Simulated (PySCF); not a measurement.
InHI₂, SMILES [I][InH][I].

The structure is a stationary point at r2SCAN-D4/def2-SVP. The def2 effective core potentials stand for the cores of I, In; spin–orbit coupling is left out.

Calculation: PySCF with TDA-PBE0/def2-SVPD.

Vertical excitations. Gas-phase values at a fixed geometry. State labels are in the subgroup C2v.

```csv
state,symmetry,energy (eV),λ (nm),f,main pairs
S1,B2,4.21,295,0.019,HOMO→LUMO 91 %
S2,A2,4.26,291,0.000,HOMO→LUMO+1 99 %
S3,A2,4.30,288,0.000,HOMO−2→LUMO 98 %
S4,B1,4.40,282,0.000,HOMO−1→LUMO+1 99 %
S5,A1,4.40,282,0.024,HOMO−1→LUMO 97 %
S6,B1,4.66,266,0.018,HOMO−3→LUMO 99 %
S7,B2,4.68,265,0.055,HOMO−2→LUMO+1 82 %
S8,A1,5.05,246,0.015,HOMO−3→LUMO+1 91 %
S9,A2,5.63,220,0.000,HOMO−4→LUMO+1 99 %
S10,B1,5.91,210,0.001,HOMO−5→LUMO+1 99 %
T1,B2,3.81,326,0,HOMO→LUMO 97 %
T2,A1,3.92,316,0,HOMO−1→LUMO 96 %
T3,A2,3.99,310,0,HOMO−2→LUMO 94 %
T4,A2,4.18,296,0,HOMO→LUMO+1 96 %
```
Triplets are in the Tamm–Dancoff approximation.
